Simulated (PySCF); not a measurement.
Species: C3H9Al.
Numbering: `[CH3:1][CH2:2][CH2:3][AlH2:4]` (hydrogens: H5, H6, H7 on C1; H8, H9 on C2; H10, H11 on C3; H12, H13 on Al4)

Cartesian coordinates in Å at the PBE0-D3(BJ)/def2-SVP level; atoms count from 1:
```xyz
13
C3H9Al angstrom
C     -1.339    0.248   -1.039
C     -0.854   -0.356    0.270
C      0.618   -0.770    0.221
Al     1.903    0.691   -0.072
H     -0.767    1.159   -1.296
H     -2.400    0.538   -0.995
H     -1.222   -0.461   -1.875
H     -1.008    0.377    1.082
H     -1.491   -1.222    0.525
H      0.775   -1.554   -0.543
H      0.912   -1.251    1.176
H      3.327    0.411   -0.733
H      1.552    2.173    0.407
```

Level of theory: PBE0-D3(BJ)/def2-SVP geometry optimisation, gas phase in PySCF.

Take the most abundant isotopes and a rigid rotor. The values belong to one conformer with, in the numbering `[CH3:1][CH2:2][CH2:3][AlH2:4]`, C1–C2–C3–Al4 63°, C2–C3–Al4–H -154° and 28°.

(1) Give the principal moments of inertia and the rotational constants in MHz.

(2) What kind of rotor is it?

(3) What does the inertial defect say?

(4) Give the other two planar moments, Paa and Pbb, and the rms extents of the mass along the axes.

(5) List the rotational levels J(Ka,Kc) to J = 3 (MHz).

(6) Predict some low-J microwave lines.

(7) Estimate the classical rotational partition function at 25 K, 200 K and 298.15 K.

Results:

(1) Ia = 47.88, Ib = 164.83, Ic = 189.68 u·Å²; 505379 MHz·u·Å²/I gives A = 10556, B = 3066, C = 2664 MHz.

(2) An asymmetric top. Ray's parameter κ = (2B − A − C)/(A − C) = -0.898; −1 is the prolate and +1 the oblate limit.

(3) Not planar: Δ = Ic − Ia − Ib = -23.03 u·Å². For a rigid frame Δ = −2 Σ m c², so Σ m c² = 11.51 u·Å² lies off the ab plane: 8.57 from hydrogen and 2.95 from heavier atoms. The atom farthest from that plane is 1.46 Å away.

(4) Paa = Σ m a² = (Ib + Ic − Ia)/2 = 153.32 and Pbb = Σ m b² = (Ia + Ic − Ib)/2 = 36.36 u·Å². With the mass M = 72.05 u, the rms extents √(P/M) along a, b and c are 1.46, 0.71, 0.40 Å.

(5) Above 0(0,0):
J = 1: 1(0,1) 5730, 1(1,1) 13220, 1(1,0) 13622
J = 2: 2(0,2) 17175, 2(1,2) 24279, 2(1,1) 25484, 2(2,1) 47955, 2(2,0) 47971
J = 3: 3(0,3) 34303, 3(1,3) 40858, 3(1,2) 43268, 3(2,2) 65146, 3(2,1) 65224, 3(3,1) 103610, 3(3,0) 103611
Those of J = 1 are B + C, A + C and A + B.

(6) The dipole components are |μa| = 0.74 D, |μb| = 0.53 D, |μc| = 0.13 D. The squared components, which scale the intensities, stand as 1.00 : 0.50 : 0.03 (a : b : c). Some lines, for components of 0.1 D or more:

| type | branch | J(Ka,Kc) | MHz | lower level (cm⁻¹) |
| --- | --- | --- | --- | --- |
| a | Q | 1(1,0) ← 1(1,1) | 402 | 0.441 |
| a | Q | 2(1,1) ← 2(1,2) | 1205 | 0.810 |
| a | Q | 3(1,2) ← 3(1,3) | 2409 | 1.363 |
| a | R | 1(0,1) ← 0(0,0) | 5730 | 0.000 |
| c | Q | 2(1,2) ← 2(0,2) | 7104 | 0.573 |
| c | Q | 1(1,1) ← 1(0,1) | 7490 | 0.191 |
| b | R | 3(0,3) ← 2(1,2) | 10024 | 0.810 |
| b | R | 1(1,1) ← 0(0,0) | 13220 | 0.000 |
| c | R | 1(1,0) ← 0(0,0) | 13622 | 0.000 |
| b | Q | 3(2,1) ← 3(1,2) | 21957 | 1.443 |
| b | Q | 2(2,0) ← 2(1,1) | 22486 | 0.850 |
| b | R | 3(1,3) ← 2(0,2) | 23683 | 0.573 |
| b | Q | 3(2,2) ← 3(1,3) | 24287 | 1.363 |
| b | R | 2(2,1) ← 1(1,0) | 34333 | 0.454 |
| c | R | 2(2,0) ← 1(1,0) | 34348 | 0.454 |
| c | R | 3(2,1) ← 2(1,1) | 39740 | 0.850 |
| b | R | 3(2,1) ← 2(1,2) | 40945 | 0.810 |
| c | R | 3(3,1) ← 2(2,1) | 55655 | 1.600 |

(7) Point group C1, symmetry number σ = 1; q = (√π/σ)·√((kT/h)³/(ABC)), k/h = 20836.6 MHz/K: 2270 at 25 K, 51300 at 200 K, 93500 at 298.15 K.

Whether it is a minimum is left open (no frequencies). Zero-point vibration and centrifugal distortion are left out. A rigid rotor knows nothing of internal rotation, which can split or shift real lines. Quadrupole hyperfine structure (27Al) is left out.
